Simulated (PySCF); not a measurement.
The PySCF input:
```python
from pyscf import gto, scf, mp

mol = gto.Mole()
mol.atom = '''
    Si    0.001724    0.000466    0.056068
    H    -0.010252    1.411631   -0.273345
    H     1.216916   -0.707481   -0.293446
    H    -1.230798   -0.710680   -0.218166
'''
mol.basis = 'def2-svp'
mol.charge = 0
mol.spin = 1
mol.verbose = 4
mol.build()

mf = scf.UHF(mol)
mf.kernel()

pt = mp.MP2(mf, frozen=5)
pt.kernel()
print('E(MP2) = %.10f' % pt.e_tot)
```

What does this run give for the MP2 correlation energy, number of basis functions, total energy, nuclear repulsion energy, SCF-reference dipole moment, SCF-reference <S^2>?


```json
{
 "MP2 correlation energy": "-0.0942 Eh",
 "number_of_basis_functions": "33",
 "total_energy": "-290.6251 Eh",
 "nuclear_repulsion_energy": "15.9851 Eh",
 "SCF-reference dipole moment": "0.20 D",
 "SCF-reference <S^2>": "0.756"
}
```

These values belong to the state on which the SCF converged, which isn't shown to be the lowest.
